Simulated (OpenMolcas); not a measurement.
# C2H5ClSi (SMILES ClC1C[SiH2]1): the energy, rung by rung

The species is C2H5ClSi (9 atoms), meant as a singlet with charge 0. As SMILES, `ClC1C[SiH2]1`. The shape is that of a PBE0-D4/def2-TZVP optimisation.

```xyz
9

Cl   -0.6102   -0.4166   -2.2543
C    -0.4426    0.3735   -0.6899
C     0.9304    0.3051   -0.0143
Si   -0.4175   -0.5751    0.9039
H    -0.8996    1.3566   -0.7145
H     1.6593   -0.3223   -0.5182
H     1.3457    1.2489    0.3241
H    -0.4528   -2.0481    0.8387
H    -1.0239    0.0318    2.1073
```

Quantity: the energy change with the C2–H5 bond stretched from 1.084 to 1.410 Å, in eV. The values are calculated.

```
                        level                   kind     program  value (eV)  less CCSD(T)/def2-SVP  CPU time (all runs)
   HF/def2-SVP (unrestricted)           Hartree–Fock  OpenMolcas        1.15                  +0.20                 13 s
   BLYP/def2-SVP (restricted)                    GGA  OpenMolcas        0.84                  -0.11                 45 s
    PBE/def2-SVP (restricted)                    GGA  OpenMolcas        0.86                  -0.09                 47 s
 M06-2X/def2-SVP (restricted)        hybrid meta-GGA  OpenMolcas        1.00                  +0.05                 57 s
   PBE0/def2-SVP (restricted)          global hybrid  OpenMolcas        0.97                  +0.02                 42 s
 B2PLYP/def2-SVP (restricted)          double hybrid  OpenMolcas        0.98                  +0.03                 36 s
    MP2/def2-SVP (restricted)    perturbation theory  OpenMolcas        1.00                  +0.05                 11 s
CCSD(T)/def2-SVP (restricted)  coupled cluster or CI  OpenMolcas        0.95                   0.00                 74 s
```

CCSD(T)/def2-SVP (restricted) is the highest level here, not the true value. The first shape isn't each level's own minimum. The values span 0.84 to 1.15 eV. CPU times are rough (shared hosts, several kinds of processor): they show what a rung costs within a factor of a few.
